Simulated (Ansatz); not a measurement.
Cost and result for the atomization energy of GeH$_{5}$Sn, SMILES `[GeH3][SnH2]` radical (7 atoms, 6 bonds).

Cartesian coordinates in Å:
```
Ge 0.522 0.792 -0.541
Sn -0.298 -1.397 0.616
H 1.876 1.213 0.051
H 0.698 0.541 -2.047
H -0.480 1.946 -0.348
H -1.798 -1.925 -0.037
H -0.520 -1.171 2.306
```

The species carries charge 0 and has multiplicity 2. Correlated methods include outer-core shells of Ge, Sn, which these sets cover unevenly. Scalar relativity is left out up to krypton. Sn: def2 effective core potential. The geometry is a stationary point of PBE0-D4/def2-TZVP. Program: Ansatz. Hardware: A = 2 threads of an AMD EPYC 7R13 on a shared host; B = 2 threads of an AMD EPYC 7R13 on a shared host and a share of an NVIDIA H100 80 GB. Times are those of one run each, without the atoms' runs, and a repeat can differ threefold. Electronic energies, without spin–orbit coupling; frozen cores. CCSD(T)/CBS adds CCSD(T) − MP2 in def2-TZVPP to the MP2 limit, and its time is that of the two runs behind it. T1 = 0.013; ⟨S²⟩ of the reference is 0.76. With those shells the extrapolation isn't a true limit. HSE06 is the plane-wave form, built on full-range PBE exchange.

CCSD(T)/CBS is a level of theory with its own doubt, some kJ/mol a heavy atom from the limit and from the frozen cores, so smaller differences don't rank the functionals.

```tsv
level	functions	wall time	atomization (kJ/mol)	difference from CCSD(T)/CBS	per bond
BLYP-D4/def2-TZVPP [A]	168	3.1 s	1546.3	-47.0	-7.8
revPBE-D4/def2-TZVPP [A]	168	3.1 s	1520.2	-73.1	-12.2
MP2/def2-QZVPP [B]	321	3.3 s	1520.7	-72.6	-12.1
CCSD(T)/def2-TZVPP [B]	168	5.5 s	1566.0	-27.3	-4.6
HSE06-D4/def2-TZVPP [A]	168	6 s	1548.9	-44.4	-7.4
PBE-QIDH/def2-TZVPP [A]	168	6.5 s	1552.2	-41.1	-6.8
B2PLYP/def2-TZVPP [A]	168	7.5 s	1546.2	-47.1	-7.8
r2SCAN-D4/def2-TZVPP (with forces) [A]	168	7.5 s	1585.6	-7.7	-1.3
r2SCANh-D4/def2-TZVPP [A]	168	8 s	1581.5	-11.8	-2.0
CCSD(T)/CBS(def2)	–	8.9 s	1593.3	0.0	0.0
B97M-V/def2-TZVPP [A]	168	11 s	1618.0	24.7	4.1
CCSD(T)/def2-SVP [A]	83	12 s	1476.4	-116.9	-19.5
ωB97M-V/def2-TZVPP (with forces) [A]	168	17 s	1566.7	-26.6	-4.4
```

From r2SCAN to r2SCAN0 (25 % exact exchange), in def2-TZVPP and without D4, the atomization energy moves by −9.7 kJ/mol: exact exchange takes away binding that semilocal exchange gives to molecules. In def2-TZVPP, CCSD(T) changes the Hartree–Fock value by +416.0 kJ/mol (the triples alone add +14.5 kJ/mol) and MP2 by +354.7 kJ/mol; breaking electron pairs costs correlation energy, which Hartree–Fock lacks. At CCSD(T), def2-SVP lies −116.8 kJ/mol from the extrapolated value and def2-TZVPP −27.3 kJ/mol: correlation converges slowly with the basis, and small sets miss more of it in the bonded molecule than in its fragments.

Spin–orbit coupling would lower the free Sn atoms strongly, and the atomization energy with them, by more than many differences here. For some Ge, Se and Sn compounds the MP2-based and the directly extrapolated limit differ by 10 to 25 kJ/mol.
